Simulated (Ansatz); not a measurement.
CdF₂⁻ (the lowest doublet isomer of a short search) was relaxed with PBE-D4 (def2-TZVPD) in Ansatz in these states: charge -1 doublet, charge -1 quartet. The geometries follow in no particular order.

In the def2 sets Cd takes a core potential; there is no spin–orbit coupling.

A:

```tsv
atom	x (Å)	y (Å)	z (Å)
Cd1	-0.110	-0.428	-0.516
F2	1.693	-0.638	0.616
F3	-1.583	1.066	-0.099
```

B:

```
atom    x (Å)    y (Å)    z (Å)
 Cd1  -0.2628  -0.5083   1.2878
  F2   0.7467   0.9600  -0.2397
  F3  -0.4839  -0.4517  -1.0481
```

**Question.** Judge from the bond lengths which geometry belongs to which state (an estimate).

**Answer.** A is the charge -1 doublet (Cd1–F2 2.139 Å, Cd1–F3 2.139 Å); B is the charge -1 quartet (Cd1–F2 2.347 Å, Cd1–F3 2.347 Å).

At PBE-D4/def2-TZVPD the highest occupied level of the charge -1 doublet lies above zero (up to 0.39 eV). By energy differences its removal costs 2.50 eV (vertical, to the charge 0 singlet, at PBE-D4/def2-TZVPD); a positive level beside a positive removal energy at the same level points to self-interaction error. At PBE-D4/def2-TZVPD the highest occupied level of the charge -1 quartet lies above zero (up to 2.59 eV). It is a level of α spin, whose loss leaves a triplet; that state wasn't run at this geometry and level. The electron is either unbound and held by the finite basis, or the level is raised by self-interaction error. At PBE0-D4/def2-TZVPD a doublet lies 5.25 eV below the charge -1 quartet. These are the stationary points nearest to one start from a short search; other shapes may lie lower in each state.
